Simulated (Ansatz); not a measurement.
**How methods differ on GaF (SMILES [F][Ga])**

GaF has 2 atoms, charge 0, and is taken as a singlet. SMILES: `[F][Ga]`. Geometry: relaxed at PBE0-D4/def2-TZVP.

```xyz
2

F     0.0000    0.0000    0.0063
Ga    0.0000    0.0000    1.7929
```

Quantity: the energy change with the F1–Ga2 bond stretched from 1.787 to 4.498 Å, in eV. The values are calculated.

| level | kind | program | value (eV) | CPU time (all runs) |
| --- | --- | --- | --- | --- |
| HF/STO-3G (restricted) | Hartree–Fock | Ansatz | 10.08 | 0.96 s |
| SVWN5/STO-3G (restricted) | LDA | Ansatz | 7.69 | 19 s |
| BLYP/STO-3G (restricted) | GGA | Ansatz | 7.26 | 46 s |
| BHLYP/STO-3G (restricted) | global hybrid | Ansatz | 8.88 | 18 s |
| PBE0/STO-3G (restricted) | global hybrid | Ansatz | 8.20 | 52 s |
| CAM-B3LYP/STO-3G (restricted) | range-separated hybrid | Ansatz | 8.90 | 27 s |
| MP2/STO-3G (restricted) | perturbation theory | Ansatz | 3.62 | 2 s |

All-electron rows without a relativistic Hamiltonian named are non-relativistic. The first shape isn't each level's own minimum. The values span 3.62 to 10.08 eV. All rows use very small basis sets, so none should be taken for the real molecule's value. In the correlated wave-function rows the outer d shell of Ga is correlated, in sets not made for it. In so small a basis fixed costs decide the times, and correlated methods can beat functionals. Times are those of the runs behind each value, whatever else they computed, on shared processors of several kinds: orders of magnitude only.
